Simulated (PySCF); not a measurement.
Working out the ionisation energy of Pt⁺

Pt⁺ [Xe] 4f14 5d9 (2D) → Pt²⁺ [Xe] 4f14 5d8 (3F). Calculation: PySCF 2.14, in def2-SVPD with the def2 core potential (60 electrons); a scalar-relativistic core potential. Frozen: nothing. Energies in hartree (1 hartree = 27.21139 eV):

```csv
part,Pt⁺ (lower),Pt²⁺ (upper)
UHF,-118.115066,-117.491644
MP2 opposite-spin,-0.158697,-0.128169
MP2 same-spin,-0.082586,-0.064045
```

Task: What does Hartree-Fock give?

Result: (-117.491644) − (-118.115066) = 0.623422 hartree = 16.964 eV.

Task: What do MP2 and SCS-MP2 (6/5 opposite-spin, 1/3 same-spin) give?

Result: The opposite-spin parts differ by 0.831 eV and the same-spin parts by 0.505 eV. MP2: 16.964 + (0.831) + (0.505) = 18.300 eV. SCS-MP2: 16.964 + 1.2 × (0.831) + (0.505)/3 = 18.130 eV.

Reference: 18.56 ± 0.12 eV (measured; NIST Atomic Spectra Database, ionization energies), between the lowest levels; spin-orbit coupling is absent from the calculation.

A double-zeta basis recovers only part of the correlation energy.

What remains against the reference includes basis incompleteness and correlation beyond second order.
